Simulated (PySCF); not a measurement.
Compound: C₄H₁₂GeOSi.
Structure used (PBE0-D3(BJ)/def2-SVP), in Å, numbered top down from 1:
```xyz
19
C4H12GeOSi angstrom
Ge     1.963    0.683   -0.447
O      1.384   -0.884   -1.013
Si     0.195   -1.984   -1.341
C     -1.506   -1.294   -0.954
C     -1.783   -0.689    0.449
C     -2.572    0.448   -0.226
C     -1.930    0.066   -1.572
H      0.760    1.574   -0.079
H      2.845    0.429    0.787
H      2.772    1.312   -1.593
H      0.270   -2.353   -2.790
H      0.439   -3.213   -0.520
H     -2.259   -2.068   -1.188
H     -2.316   -1.325    1.172
H     -0.866   -0.322    0.937
H     -3.655    0.249   -0.221
H     -2.409    1.472    0.145
H     -2.581    0.032   -2.459
H     -1.066    0.706   -1.813
```

Level of theory: PySCF, TDDFT CAM-B3LYP/def2-SVPD, vertical, gas phase, core orbitals frozen in the response. Relativistic effects, spin–orbit coupling among them, are left out although an element past zinc is present.

Transition dipole moments from the ground state, in atomic units and in the frame of the coordinates above (overall signs are arbitrary), for the states with f of 0.002 or more among the lowest 8:

| state | E (eV) | μx | μy | μz |
| --- | --- | --- | --- | --- |
| S1 | 6.804 | 0.123 | 0.209 | 0.069 |
| S3 | 7.388 | -0.071 | 0.155 | 0.061 |
| S4 | 7.659 | 0.361 | 0.141 | 0.030 |
| S5 | 7.736 | 0.042 | -0.209 | 0.569 |
| S6 | 7.834 | 0.026 | -0.155 | 0.393 |
| S7 | 7.897 | -0.047 | -0.141 | -0.033 |
| S8 | 7.945 | 0.081 | -0.172 | -0.079 |

What oscillator strength does each state have?

f = (2/3) ΔE |μ|² with ΔE in hartree (27.2114 eV).

```json
{"state": "S1", "|μ|² (au)": "0.064", "|μ| (D)": "0.64", "f": "0.011"}
{"state": "S3", "|μ|² (au)": "0.033", "|μ| (D)": "0.46", "f": "0.006"}
{"state": "S4", "|μ|² (au)": "0.151", "|μ| (D)": "0.99", "f": "0.028"}
{"state": "S5", "|μ|² (au)": "0.370", "|μ| (D)": "1.55", "f": "0.070"}
{"state": "S6", "|μ|² (au)": "0.179", "|μ| (D)": "1.07", "f": "0.034"}
{"state": "S7", "|μ|² (au)": "0.023", "|μ| (D)": "0.39", "f": "0.004"}
{"state": "S8", "|μ|² (au)": "0.042", "|μ| (D)": "0.52", "f": "0.008"}
```

What angle do the transition dipoles of S1 and S4 make?

|cos θ| = |μa·μb| / (|μa| |μb|) = 0.78, so θ ≈ 39° (taken between 0 and 90°, since the signs are arbitrary).

How is the summed strength of these states shared among x, y and z?

(2/3) Σ ΔE μα² gives 0.030 for x, 0.038 for y and 0.094 for z, 0.162 in all.

What peak molar absorption coefficient would the strongest computed level give as a lone Gaussian band 0.5 eV wide at half height?

ε(max) = 2.175×10⁸ f / FWHM, with the width in cm⁻¹. S5: 2.175×10⁸ × 0.0701 / 4033 ≈ 3800 L mol⁻¹ cm⁻¹.

The vertical ionisation energy (ΔSCF) is 9.55 eV, 1.61 eV above S8.

On one thread of an Arm Neoverse N1, on a shared host, this took 7.1 min wall and 1.6 GiB of memory at its peak.

One conformer stands for the species.

Without π bonds the low states may be Rydberg-like; a valence basis with one diffuse set may place them up to an eV too high.
